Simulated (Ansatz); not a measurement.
Born–Oppenheimer molecular dynamics of F2HOSi (5 atoms, charge 0, multiplicity 2). It goes on from the last frame of an earlier run, with new velocities.

The calculation used Ansatz, UKS PBE0-D4/def2-SVP.

```yaml
ensemble: NVT, Langevin thermostat
time_step: 1 fs
steps_asked: 150
set_temperature: 700 K
friction: 0.05 /fs
seed: 38744
```

First frame:

```xyz
5
Properties=species:S:1:pos:R:3
O -0.753 0.261 1.437
Si 0.044 -0.005 -0.009
F 0.830 -1.388 -0.132
F -1.013 -0.097 -1.184
H 1.006 1.103 -0.163
```

Question: How far do the bonds stretch over the last three quarters of this one trajectory? (Pairs bonded in most of those frames.)

Answer: 
| bond | mean (Å) | spread (Å) | shortest | longest |
| --- | --- | --- | --- | --- |
| O1–Si2 | 1.679 | 0.056 | 1.61 | 1.81 |
| Si2–F3 | 1.610 | 0.057 | 1.50 | 1.73 |
| Si2–F4 | 1.617 | 0.062 | 1.48 | 1.74 |
| Si2–H5 | 1.485 | 0.044 | 1.41 | 1.59 |

Mean temperature of the second half: 1096 K. The mean temperature of the second half is 57 % above the set value. A run of 0.15 ps of so small a system gives no equilibrium averages.

Time of the run: 8.4 min on 1 thread of Intel(R) Xeon(R) 6975P-C (Granite Rapids), on a shared host, peak memory 0.24 GiB.
